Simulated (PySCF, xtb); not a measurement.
CHO2, SMILES C([O])=O (connectivity only; charge and spin as stated), charge -1, multiplicity 1.

Harmonic wavenumbers (cm⁻¹) from GFN2-xTB (xtb) at its own minimum, in rising order: 704, 949, 1275, 1466, 1830, 1978.

Problem. What does PySCF with PBE0-D3(BJ)/def2-TZVPD give at its own minimum? (The exact figures need the calculation; the answer reports its results.)

Solution. 753, 1052, 1368, 1369, 1698, 2592. Paired by order, the mean absolute difference is 181 cm⁻¹ and the zero-point energies are 11.7 and 12.6 kcal/mol.
